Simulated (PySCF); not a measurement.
A structure optimised at B3LYP-D3(BJ)/def2-SVP, used in a PySCF frequency run:

```
C
O 1 1.3978
H 2 0.9658 1 108.79
H 1 1.1047 2 113.00 3 -44.30
C 1 1.5386 4 108.83 2 -135.14
F 5 1.3825 1 118.24 4 29.17
H 5 1.1022 6 109.16 1 -128.06
C 5 1.5439 7 113.25 6 129.69
H 8 1.1054 5 117.08 7 -28.31
O 8 1.4079 9 111.94 5 129.58
H 10 0.9685 8 107.10 9 -87.18
C 8 1.5437 9 117.46 10 128.92
H 12 1.0978 8 115.86 9 -99.26
H 12 1.0999 13 110.29 8 -128.92
```

Task: Write its SMILES and formula.

Result: O[C@@H]1C[C@@H](O)C1F, C4H7FO2

Task: What are its rotational constants (standard atomic weights)?

Result: 3.8102, 2.4105, 1.6978 GHz
